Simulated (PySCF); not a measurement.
## Electron correlation in P²⁺ (phosphorus, charge +2)

[Ne] 3s2 3p1, 2P determinant. All numbers are calculated (PySCF 2.14, scalar relativity by spin-free X2C-1e, in x2c-SVPall). Frozen: [Ne]; 3 electrons correlated.

MP2 pair energies summed by pair of shells (mhartree):

| pair | energy | share (%) |
| --- | --- | --- |
| 3s-3s | -22.80 | 58.0 |
| 3s-3p | -16.50 | 42.0 |

Total MP2 correlation energy: -39.30 mhartree.

Same-spin part -2.33 and opposite-spin part -36.97 mhartree; SCS-MP2 scales them by 1/3 and 6/5 to -45.14 mhartree.

| level | correlation energy (mhartree) |
| --- | --- |
| CCSD | -58.75 |
| (T) | -0.64 |
| CCSD(T) | -59.39 |

Diagnostics: T1 = 0.0098, D1 = 0.0226, largest double amplitude 0.109.

Cost of the coupled-cluster step: 0.13 s of wall time on 1 thread of Neoverse-N1 (shared host), for 3 correlated electrons.
